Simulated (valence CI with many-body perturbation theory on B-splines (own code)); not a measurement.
Valence orbitals of Tl75+

Calculated by configuration interaction combined with many-body perturbation theory (CI+MBPT): four valence electrons over a frozen Dirac-Fock core [He], radial functions for each j: 11 s, 11 p, 10 d, 8 f, 5 g, 2 h, with the one-electron correlation potential Σ1 (screened to all orders), the two-electron term Σ2, the three-electron term Σ3, Breit, model QED; selected single and double excitations, second order for the rest, scaled by the run's own slope (own B-spline code, finite nucleus).

No measured spectrum was set against this ion. As an estimate, large intervals hold to a few tenths of a per cent, small ones and those within an open d or f shell to about a per cent. Among the levels kept, up to 1200 cm⁻¹ of a level comes from second order outside the variational space, and about a tenth of that is noise between levels of different J, which matters for small intervals.

These are the spectroscopic orbitals of the CI (the correlating ones are not listed), shaped by the core and the other valence electrons. h is the expectation value of the core's Dirac-Fock operator, without the valence repulsion; Σ1 is computed up to l = 3 at one energy for each symmetry, that of its lowest orbital but kept below the first core excitation, so for empty shells it is not the orbital's own correlation shift; Breit and QED include the response of the core.

| Orbital | h (hartree) | Σ1 (cm⁻¹) | Breit (cm⁻¹) | QED (cm⁻¹) | ⟨r⟩ (bohr) |
| --- | --- | --- | --- | --- | --- |
| 2s1/2 | -892.29 | -1674 | 173069 | 222174 | 0.06593 |
| 3s1/2 | -384.84 | -430 | 47365 | 63722 | 0.1556 |
| 4s1/2 | -211.95 | -170 | 18545 | 25933 | 0.2852 |
| 5s1/2 | -133.7 | -84.1 | 9205 | 12974 | 0.4542 |
| 6s1/2 | -91.89 | -47.6 | 5218 | 7385 | 0.6626 |
| 7s1/2 | -66.99 | -29.5 | 3239 | 4596 | 0.9103 |
| 2p1/2 | -883.81 | -5007 | 350282 | 16897 | 0.05386 |
| 3p1/2 | -382.48 | -1171 | 91596 | 3491 | 0.1444 |
| 4p1/2 | -210.99 | -453 | 35581 | 1338 | 0.2746 |
| 5p1/2 | -133.22 | -222 | 17575 | 655 | 0.4443 |
| 6p1/2 | -91.617 | -125 | 9940 | 369 | 0.6534 |
| 7p1/2 | -66.821 | -77.5 | 6163 | 228 | 0.9017 |
| 2p3/2 | -799.06 | -2616 | 104630 | 34284 | 0.06195 |
| 3p3/2 | -357.25 | -621 | 29601 | 9080 | 0.1560 |
| 4p3/2 | -200.45 | -243 | 15232 | 3680 | 0.2900 |
| 5p3/2 | -127.87 | -120 | 7676 | 1846 | 0.4636 |
| 6p3/2 | -88.547 | -68.1 | 4397 | 1055 | 0.6766 |
| 7p3/2 | -64.899 | -42.4 | 2751 | 659 | 0.9286 |
| 3d3/2 | -356.48 | -280 | 3235 | -178 | 0.1312 |
| 4d3/2 | -200.12 | -123 | 1789 | 81.3 | 0.2657 |
| 5d3/2 | -127.71 | -64.0 | 856 | 72.9 | 0.4398 |
| 6d3/2 | -88.451 | -37.2 | 518 | 51.2 | 0.6534 |
| 7d3/2 | -64.839 | -23.5 | 335 | 35.5 | 0.9060 |
| 3d5/2 | -349.7 | -225 | 1029 | 2761 | 0.1350 |
| 4d5/2 | -197.24 | -97.7 | 572 | 1304 | 0.2704 |
| 5d5/2 | -126.23 | -50.6 | 265 | 696 | 0.4455 |
| 6d5/2 | -87.596 | -29.5 | 161 | 410 | 0.6601 |
| 7d5/2 | -64.301 | -18.6 | 104 | 261 | 0.9137 |
| 4f5/2 | -197.16 | -21.3 | 18.7 | -332 | 0.2321 |
| 5f5/2 | -126.19 | -12.2 | 15.5 | -159 | 0.4074 |
| 6f5/2 | -87.575 | -7.4 | 9.3 | -88.3 | 0.6222 |
| 7f5/2 | -64.288 | -4.8 | 6.5 | -54.2 | 0.8763 |
| 4f7/2 | -195.78 | -19.5 | 5.7 | 316 | 0.2346 |
| 5f7/2 | -125.48 | -11.0 | 4.7 | 173 | 0.4102 |
| 6f7/2 | -87.165 | -6.7 | 2.6 | 104 | 0.6256 |
| 7f7/2 | -64.03 | -4.4 | 1.8 | 66.9 | 0.8801 |
| 5g7/2 | -125.47 |  | 0.1 | -109 | 0.3579 |
| 6g7/2 | -87.158 |  | 0.1 | -63.2 | 0.5733 |
| 7g7/2 | -64.025 |  | 0.1 | -39.7 | 0.8280 |
| 5g9/2 | -125.05 |  | 0.0 | 87.7 | 0.3598 |
| 6g9/2 | -86.916 |  | 0.0 | 51.3 | 0.5754 |
| 7g9/2 | -63.873 |  | 0.0 | 32.5 | 0.8304 |
| 6h9/2 | -86.915 |  |  |  | 0.5096 |
| 6h11/2 | -86.755 |  |  |  | 0.5111 |

Among the shells of the start configuration 2s2 2p2, Σ1 is largest in size for 2p1/2, where it is 0.0026 % of h.

Lowest root of each symmetry, sizes in configuration state functions:

| J | Parity | Roots | Reference | Variational | Second order | Change by selected CI (cm⁻¹) | Change by second order (cm⁻¹) |
| --- | --- | --- | --- | --- | --- | --- | --- |
| 0 | even | 19 | 53 | 28513 | 24895 | -30036 | 0 |
| 1 | even | 32 | 124 | 31999 | 144969 | -24169 | -167 |
| 2 | even | 34 | 150 | 31995 | 240668 | -25523 | -354 |
| 3 | even | 19 | 123 | 31999 | 233352 | -21453 | -349 |
| 4 | even | 8 | 83 | 31998 | 156308 | -22028 | -169 |
| 5 | even | 3 | 46 | 26761 | 107519 | -19806 | -15 |
| 0 | odd | 14 | 49 | 24988 | 19774 | -28327 | -1 |
| 1 | odd | 33 | 127 | 32000 | 134438 | -33255 | -166 |
| 2 | odd | 32 | 147 | 31989 | 237094 | -27362 | -321 |
| 3 | odd | 18 | 122 | 31998 | 233391 | -23641 | -381 |
| 4 | odd | 6 | 82 | 31995 | 156950 | -21068 | -96 |
| 5 | odd | 1 | 45 | 17208 | 66121 | -27670 | -12 |
